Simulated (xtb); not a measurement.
Mo(NMe)(F)3(OH) (CH4F3MoNO), SMILES C[N]=[Mo]([F])([F])([OH])[F], multiplicity 1. All values are semi-empirical tight-binding results from xtb (GFN2-xTB unless named), good for trends rather than for accurate numbers. Geometry optimised at GFN2-xTB. The multiplicity is an assumed one; other spin states were not compared. The values are those of a single conformer.

For metal compounds this method's bond lengths and energies can be far off.

Computed properties:
```json
{
  "orbital_gap": "3.30 eV",
  "zero_point_energy": "36.9 kcal/mol",
  "G − E(el) at 298.15 K (modified RRHO)": "14.5 kcal/mol"
}
```
